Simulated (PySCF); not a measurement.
**Splitting trees**

Bonds (- single, = double, # triple, : aromatic): C1=C2, C2-C3, C3-C4, C3-F5, C3-O6, O6-C7, C7-F8, C7-F9. C1 carries H10, H11; C2 carries H12; C4 carries H13, H14, H15; C7 carries H16. Stereochemistry as in C=C[C@](C)(F)OC(F)F. H10 is cis to C3; H11 is trans to C3.

In vacuum, one computed conformer, fast rotation and ring inversion assumed for equivalent nuclei, relativity neglected. NMR shieldings at PBE0/pcSseg-1/GIAO; spin–spin couplings from B3LYP/pcJ-1 (spin–dipole term only in couplings to heteroatoms); PBE0-D3(BJ)/def2-SVP geometry; PySCF.

Chemical shifts δ = σref − σ; ¹H against TMS; CFCl3 for ¹⁹F, all at this level.

Spectrometer: 400 MHz for ¹H. First-order analysis; couplings under 1 Hz (under 4 Hz in carbon signals) are ignored, and nearly equal couplings are merged; the smaller ones broaden or split the lines further.

Question: What pattern does H16 show (¹H)?

Answer: A triplet of doublets at δ 6.20: 77.5 Hz to F8 and F9 (2 × ¹⁹F, 2 bonds away), 2.0 Hz to F5 (1 × ¹⁹F, 4 bonds away). Lines in Hz from the centre (relative intensity): +78.5 (1), +76.5 (1), +1.0 (2), -1.0 (2), -76.5 (1), -78.5 (1). The outer lines are 157.0 Hz apart, the sum of the couplings kept, or 0.393 ppm at this field.

Question: What pattern does H13/H14/H15 show (¹H)?

Answer: A doublet at δ 1.59: 18.2 Hz to F5 (1 × ¹⁹F, 3 bonds away). Lines in Hz from the centre (relative intensity): +9.1 (1), -9.1 (1). The outer lines are 18.2 Hz apart, the sum of the couplings kept, or 0.045 ppm at this field.

Question: What pattern does F9 show (¹⁹F)?

Answer: A doublet of doublets of doublets at δ -96.5: 114.2 Hz to F8 (1 × ¹⁹F, 2 bonds away), 77.3 Hz to H16 (1 × ¹H, 2 bonds away), 1.3 Hz to H12 (1 × ¹H, 5 bonds away). Lines in Hz from the centre (relative intensity): +96.4 (1), +95.1 (1), +19.1 (1), +17.8 (1), -17.8 (1), -19.1 (1), -95.1 (1), -96.4 (1). The outer lines are 192.8 Hz apart, the sum of the couplings kept, or 0.512 ppm at this field.

Unscaled 3J(H,H) at this level run about 10 % above measured values. Only one conformer was computed, so three-bond couplings in flexible chains and rings are approximate.
